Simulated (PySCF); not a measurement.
Isomers of C13H12.

All values: PBE0/def2-SVPD (PySCF) at PBE0-D3(BJ)/def2-SVP geometries, gas phase, one conformer each. Core orbitals are frozen in the response; Δα² is half the sum of the squared differences of the principal polarisabilities.

Question: Rank by polarisability anisotropy Δα, highest first.
A. `[cH:1]1[cH:2][cH:3][c:4]([CH2:5][c:6]2[cH:7][cH:8][cH:9][cH:10][cH:11]2)[cH:12][cH:13]1` with C3–C4–C5–C6 129°, C4–C5–C6–C7 -52° (diphenylmethane)
B. `[CH:1]1=[CH:2][CH2:3][CH:4]=[CH:5][C:6]([c:7]2[cH:8][cH:9][cH:10][cH:11][cH:12]2)=[CH:13]1` with C5–C6–C7–C8 -38°, C1–C2–C3–C4 -67°, C2–C3–C4–C5 69°, C4–C5–C6–C7 153°, C2–C1–C13–C6 33°
C. `[CH2:1]=[C:2]([CH3:3])[c:4]1[cH:5][cH:6][c:7]2[cH:8][cH:9][cH:10][cH:11][c:12]2[cH:13]1` with C1–C2–C4–C5 146°
D. `C#C[C@@]1(C)C[C@@]12C=CC=C2C#CC`

Answer: C (19.36 Å³), B (17.20 Å³), D (14.11 Å³), A (10.35 Å³).

Question: Rank by HOMO energy, highest first.
A. `[CH2:1]=[C:2]([CH3:3])[c:4]1[cH:5][cH:6][c:7]2[cH:8][cH:9][cH:10][cH:11][c:12]2[cH:13]1` with C1–C2–C4–C5 146° (2-isopropenylnaphthalene)
B. `CC#CC1[C@]2(C=CC=1)[C@](C#C)(C)C2`
C. `[cH:1]1[cH:2][cH:3][c:4]([CH2:5][c:6]2[cH:7][cH:8][cH:9][cH:10][cH:11]2)[cH:12][cH:13]1` with C3–C4–C5–C6 129°, C4–C5–C6–C7 -52° (diphenylmethane)

Answer: B (-5.88 eV), A (-6.19 eV), C (-6.84 eV).

Question: Rank by mean static polarisability, highest first.
A. `[CH2:1]=[C:2]([CH3:3])[c:4]1[cH:5][cH:6][c:7]2[cH:8][cH:9][cH:10][cH:11][c:12]2[cH:13]1` with C1–C2–C4–C5 146°
B. `[CH:1]1=[CH:2][CH2:3][CH:4]=[CH:5][C:6]([c:7]2[cH:8][cH:9][cH:10][cH:11][cH:12]2)=[CH:13]1` with C5–C6–C7–C8 -38°, C1–C2–C3–C4 -67°, C2–C3–C4–C5 69°, C4–C5–C6–C7 153°, C2–C1–C13–C6 33°
C. `[cH:1]1[cH:2][cH:3][c:4]([CH2:5][c:6]2[cH:7][cH:8][cH:9][cH:10][cH:11]2)[cH:12][cH:13]1` with C3–C4–C5–C6 129°, C4–C5–C6–C7 -52° (diphenylmethane)

Answer: A (23.95 Å³), B (23.33 Å³), C (21.87 Å³).

All values together:

```tsv
SMILES	μ (D)	HOMO (eV)	LUMO (eV)	α (Å³)	Δα (Å³)
C1=CCC=CC(c2ccccc2)=C1	0.39	-6.18	-1.34	23.33	17.20
C=C(C)c1ccc2ccccc2c1	0.36	-6.19	-1.39	23.95	19.36
c1ccc(Cc2ccccc2)cc1	0.12	-6.84	-0.44	21.87	10.35
C#C[C@@]1(C)C[C@@]12C=CC=C2C#CC	1.28	-5.88	-1.31	23.30	14.11
```

Conformers: `[CH:1]1=[CH:2][CH2:3][CH:4]=[CH:5][C:6]([c:7]2[cH:8][cH:9][cH:10][cH:11][cH:12]2)=[CH:13]1` with C5–C6–C7–C8 -38°, C1–C2–C3–C4 -67°, C2–C3–C4–C5 69°, C4–C5–C6–C7 153°, C2–C1–C13–C6 33°; `[CH2:1]=[C:2]([CH3:3])[c:4]1[cH:5][cH:6][c:7]2[cH:8][cH:9][cH:10][cH:11][c:12]2[cH:13]1` with C1–C2–C4–C5 146°; `[cH:1]1[cH:2][cH:3][c:4]([CH2:5][c:6]2[cH:7][cH:8][cH:9][cH:10][cH:11]2)[cH:12][cH:13]1` with C3–C4–C5–C6 129°, C4–C5–C6–C7 -52°.
